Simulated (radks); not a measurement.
The cobalt ion Co9+ is in [Ar]. Method: scalar-relativistic Kohn-Sham, r2SCAN, spin-polarised, spherical densities, finite nucleus; meta-GGA in the generalised Kohn-Sham scheme; Fermi nuclear charge, rms radius of each element as measured or else 0.836 A^(1/3) + 0.57 fm; computed with a radial shooting solver on a logarithmic mesh with Libxc functionals. Open shells are filled with parallel spins first. One electron is removed from 3s, 2s, 2p, 3p in turn, with full relaxation. Which removal costs least, and what does each cost?

Answer. 3p 276.85 eV; 3s 317.22 eV; 2p 1044.1 eV; 2s 1169.8 eV. The 3p electron leaves first.
